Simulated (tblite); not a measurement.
Compound: C7H6FS (charge +1).
Geometry (GFN2-xTB, Å), atoms numbered from 1 in this order:
```xyz
15
C7H6FS angstrom
C     -1.872   -1.278   -1.685
C     -1.355   -0.328   -0.884
S     -2.178    1.227   -0.439
C     -0.786    1.866    0.652
C      0.197    0.820    0.574
C      1.098   -0.209    0.450
C      2.402   -0.756    0.801
F      3.062    0.096    1.621
C     -0.111   -0.316   -0.230
H     -2.847   -1.159   -2.124
H     -1.327   -2.179   -1.908
H     -1.161    2.030    1.666
H     -0.426    2.823    0.266
H      3.011   -0.909   -0.104
H      2.288   -1.720    1.321
```

Computed values, GFN2-xTB/tblite, gas phase, harmonic and unscaled. Against measured fundamentals such values can be off by several per cent, at times by over 20. One conformer, not necessarily the lowest.

Harmonic wavenumbers (cm⁻¹): 55.2, 91.0, 113.0, 148.2, 254.5, 299.3, 368.8, 385.4, 442.9, 502.3, 562.4, 615.9, 628.0, 663.0, 743.6, 750.3, 831.2, 877.4, 883.8, 970.6, 971.3, 1056.8, 1068.3, 1127.7, 1133.5, 1182.3, 1256.0, 1312.8, 1336.7, 1342.6, 1421.0, 1551.8, 1899.9, 2863.8, 2883.3, 2939.3, 2961.1, 3106.8, 3149.3.

A = 3028, B = 819.5, C = 650.3 MHz; mass 141.017 u (most abundant isotopes); point group Cs, symmetry number 1.

Question: Zero-point energy?

Answer: Half the sum of the wavenumbers: 22376 cm⁻¹ = 63.98 kcal/mol.

Question: What is S at 200 K and 1 bar for an ideal gas of classical rigid rotors and harmonic oscillators?

Answer: Translation 38.79, rotation 28.49, vibration 15.40: S = 82.7 cal/(mol K).

Question: And Cp and H(200 K) − H(0)?

Answer: Cp = 25.65 cal/(mol K), of which vibrations give 17.70 (their classical limit is 39 R = 77.5); H(200 K) − H(0) = 3.31 kcal/mol without the zero-point energy, 1.72 from vibrations.

Question: What must be added to the electronic energy to get the Gibbs energy at 200 K and 1 bar?

Answer: ZPE + [H(200 K) − H(0)] − T·S = 63.98 + 3.31 − 16.54 = 50.75 kcal/mol.

Question: Which modes carry the vibrational entropy at 200 K?

Answer: 55.2 cm⁻¹: 3.84; 91.0 cm⁻¹: 2.86; 113.0 cm⁻¹: 2.45; 148.2 cm⁻¹: 1.95; 254.5 cm⁻¹: 1.04; 299.3 cm⁻¹: 0.81 cal/(mol K); the other 33 give 2.45 together.

Hindered rotation and anharmonicity are outside this model. Other conformers, if any are populated, would add a mixing term that is left out.
